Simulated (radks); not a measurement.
The numbers below are computed, except where a source is named.
Question: Cu XV, configuration [Ne] 3s2 3p3. Level of theory: non-relativistic Kohn-Sham, TPSS, spin-polarised, spherical densities, point nucleus; open shells are filled with parallel spins first; meta-GGA in the generalised Kohn-Sham scheme (a radial shooting solver on a logarithmic mesh with Libxc functionals). Some entries of the table are withheld. Estimate them.

orbital,occ.,eigenvalue (eV),<r> (bohr),<r^2> (bohr^2)
1s up,1,-9237.319,0.05288,0.003747
1s down,1,-9234.586,0.05287,0.003746
2s up,1,-1509.484,0.2365,0.06583
2s down,1,-1507.719,0.2363,0.06564
2p up,3,-1382.284,0.2059,0.05179
2p down,3,-1379.325,0.2059,0.05172
3s up,1,-503.7339,0.6163,0.4313
3s down,1,-491.4854,0.6201,0.4369
3p up,3,-462.0676,0.6078,(1)
3p down,0,-450.1765,0.6116,(2)
3d up,0,-397.0666,(3),0.3684
3d down,0,-387.1146,(4),0.3701
4s up,0,-240.9052,1.223,1.677
4s down,0,-237.3285,1.232,1.702

Answer: 
(1) 3p up <r^2> (bohr^2): 0.4249
(2) 3p down <r^2> (bohr^2): 0.4309
(3) 3d up <r> (bohr): 0.5632
(4) 3d down <r> (bohr): 0.5635
